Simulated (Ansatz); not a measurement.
CH4BCl3O (`C[OH+][B-](Cl)(Cl)Cl`), relaxed with RKS PBE0-D4/def2-TZVP in the Gaussian-basis code of Ansatz from a PBE-D4/def2-SVP geometry. The force threshold is 0.005 eV/Å; the program also tests the step.

Total charge 0; spin multiplicity 1.

Start:

```xyz
10

C    -0.229    0.216    1.327
O     0.190   -0.615    0.212
B     0.312    0.032   -1.300
Cl   -1.280    0.880   -1.619
Cl    0.538   -1.491   -2.287
Cl    1.747    1.138   -1.203
H    -0.179   -0.394    2.246
H    -1.244    0.618    1.144
H     0.504    1.040    1.369
H    -0.358   -1.424    0.111
```

| step | energy (eV) | largest force (eV/Å) | largest move (Å) |
| --- | --- | --- | --- |
| 1 | -41383.0678 | 0.549 | 0.000 |
| 2 | -41383.0988 | 0.261 | 0.019 |
| 3 | -41383.1037 | 0.117 | 0.032 |
| 4 | -41383.1053 | 0.046 | 0.017 |
| 5 (rejected) | -41383.1052 | 0.076 | 0.023 |
| 6 | -41383.1057 | 0.013 | 0.011 |
| 7 | -41383.1057 | 0.006 | 0.006 |
| 8 | -41383.1057 | 0.003 | 0.004 |
| 9 | -41383.1057 | 0.004 | 0.006 |

End:

```xyz
10

C    -0.225    0.220    1.314
O     0.165   -0.615    0.200
B     0.310    0.020   -1.272
Cl   -1.257    0.879   -1.623
Cl    0.549   -1.470   -2.283
Cl    1.737    1.120   -1.169
H    -0.131   -0.378    2.219
H    -1.240    0.585    1.168
H     0.481    1.045    1.325
H    -0.389   -1.405    0.122
```

Run time 35 s (4 threads of an Intel Xeon Platinum 8488C on a shared host); peak host memory 0.77 GiB.
